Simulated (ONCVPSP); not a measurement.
# Pseudopotential generation for Cs: ONCV, LDA (Perdew-Zunger), scalar-relativistic.

ONCVPSP 4.0.1 input, shortened (lines: element, Z, core and valence counts, functional; n l f; lmax; l rc ep ncon nbas qcut; lloc lpopt rc5 dvloc0; l nproj debl; icmod fcfact rcfact), LDA (Perdew-Zunger), scalar-relativistic:

```
  Cs 55.00    9    3        3      upf
    1    0    2.00
    2    0    2.00
    2    1    6.00
    3    0    2.00
    3    1    6.00
    3    2   10.00
    4    0    2.00
    4    1    6.00
    4    2   10.00
    5    0    2.00
    5    1    6.00
    6    0    1.00
    2
    0    2.70    0.00    3    7    4.70
    1    2.95    0.00    4    8    5.20
    2    2.90    0.02    4    7    3.40
    4    3    2.05    4.00
    0    2    1.30
    1    2    3.50
    2    2    1.00
    1    0.70    0.00
```

In the d channel the program set the typed energies aside and used 0.050, 1.050 Ha.

All-electron outer shells of the reference configuration (LDA (Perdew-Zunger), scalar-relativistic, ld1.x):

```csv
shell,level (eV),outermost node (bohr),outermost maximum (bohr)
5s,-26.90,0.82,1.54
5p,-13.61,0.89,1.76
6s,-2.23,2.10,4.68
```

**Question.** Estimate the cutoffs (Ha) at which the residual kinetic energy of the hardest occupied pseudo-wave falls to 1 and 0.1 mHa per electron.

**Answer.** 6.7 Ha and 8.3 Ha.

**Question.** Does the potential have ghost states?

**Answer.** No bound ghost flagged; no localised positive-energy state flagged.

**Question.** Which valence shell sets the plane-wave cutoff?

**Answer.** 5s: 7 Ha for 1 mHa per electron, against 6 Ha for 6s.

**Question.** Tests: 5s2 5p6 6s0; 5s2 5p6 6s0.5; 5s2 5p6 6s0 6p1; 5s1 5p6 6s1. Which has the largest error in its energy relative to the reference configuration, and how large is it?

**Answer.** 5s1 5p6 6s1, with -85 meV (all-electron minus pseudo) on +31.88 eV.
